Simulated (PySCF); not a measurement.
C2H14Si4, SMILES [SiH3]C[SiH2][SiH2]C[SiH3]. Atoms are numbered in the order given.

```xyz
20

Si     3.6703     1.1331    -0.3706
C      2.3799    -0.0053     0.3918
Si     0.6286     0.2305    -0.2764
Si    -0.8614    -1.2684     0.7499
C     -2.5599    -1.2774    -0.0763
Si    -3.3750     0.4130    -0.2158
H      3.7472     0.9093    -1.8472
H      3.3056     2.5628    -0.1279
H      5.0238     0.8835     0.2168
H      2.6844    -1.0529     0.2257
H      2.3651     0.1539     1.4838
H      0.1849     1.6411    -0.0366
H      0.6162     0.0065    -1.7590
H     -1.0050    -0.8868     2.1926
H     -0.2573    -2.6409     0.7112
H     -2.4536    -1.6970    -1.0914
H     -3.2238    -1.9565     0.4856
H     -3.4572     1.0672     1.1266
H     -4.7570     0.3002    -0.7760
H     -2.5679     1.2921    -1.1173
```
Charge 0, spin multiplicity 1.

Coordinates come from a PBE0-D3(BJ)/def2-SVP optimisation. The structure was generated by enumeration, and PubChem lists no compound with its InChIKey, so it may never have been made. The values are those of a single conformer.

Method: TDA-PBE/def2-SVPD in PySCF.

Vertical excitations. The molecule is in vacuum.

Computed UV-visible absorptions:
```csv
state,energy (eV),λ (nm),f,main pairs
S1,5.79,214,0.022,HOMO→LUMO 96 %
S2,6.27,198,0.001,"HOMO→LUMO+2 79 %, HOMO→LUMO+1 20 %"
S3,6.49,191,0.010,"HOMO→LUMO+1 69 %, HOMO→LUMO+2 19 %"
S4,6.54,189,0.019,HOMO−1→LUMO 89 %
S5,6.70,185,0.165,"HOMO→LUMO+3 55 %, HOMO−2→LUMO 27 %"
S6,6.76,183,0.062,"HOMO−2→LUMO 53 %, HOMO→LUMO+4 27 %, HOMO→LUMO+3 9 %"
T1,5.32,233,0,HOMO→LUMO 98 %
T2,5.79,214,0,HOMO→LUMO+1 90 %
```
Triplets are in the Tamm–Dancoff approximation.
